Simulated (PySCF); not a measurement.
# Potential energy of SbF⁺ along the bond

Set-up: Sb x2c-SVPall, F x2c-SVPall; spin-free X2C with a Gaussian nucleus (PySCF 2.14). Energies in eV from Sb⁺ + F in their ground configurations at the same level. State: ²Π (doublet), unpaired electrons π ↑.

| R (Å) | UHF-CCSD(T) | TPSS |
| --- | --- | --- |
| 1.621 |  | -2.620 |
| 1.696 | -2.781 | -3.620 |
| 1.772 | -3.324 | -4.180 |
| 1.828 | -3.520 | -4.391 |
| 1.885 | -3.583 | -4.469 |
| 1.942 | -3.545 | -4.446 |
| 2.017 | -3.383 | -4.303 |
| 2.111 | -3.065 | -4.006 |
| 2.224 | -2.577 | -3.555 |
| 2.375 |  | -2.900 |

Task: Put a parabola through the three lowest points of the UHF-CCSD(T) curve and estimate Re, k and ωe (reduced mass 16.42 u; 1 eV/Å² = 0.16022 mdyn/Å; ωe = 1302.8·√(k/μ) cm⁻¹).

Result: Through R = 1.828, 1.885, 1.942 Å the second-order coefficient is 15.5 eV/Å², so Re ≈ 1.892 Å, k ≈ 4.98 mdyn/Å and ωe ≈ 718 cm⁻¹. A polynomial fit of higher order to the unrounded UHF-CCSD(T) energies gives Re = 1.889 Å, k = 4.88 mdyn/Å, ωe = 710 cm⁻¹; anharmonicity and rounding make the difference.

The higher-order fit for each curve: UHF-CCSD(T): Re = 1.889 Å, ωe = 710 cm⁻¹, De = 3.58 eV; TPSS: Re = 1.898 Å, ωe = 694 cm⁻¹, De = 4.47 eV.

Correlated steps freeze 19 core orbitals. Correlated levels converge slowly with the basis: in double zeta they bind strong bonds too weakly, by up to about 1 eV, and carry superposition errors of some tenths. These are scalar-relativistic numbers at best; spin–orbit coupling would shift them, the dissociation energy most. For an ion De counts to the pair picked by the measured ionisation energies or electron affinities, which need not be the lowest pair at this level. The state was picked by a PBE0 search and need not be the measured ground state.
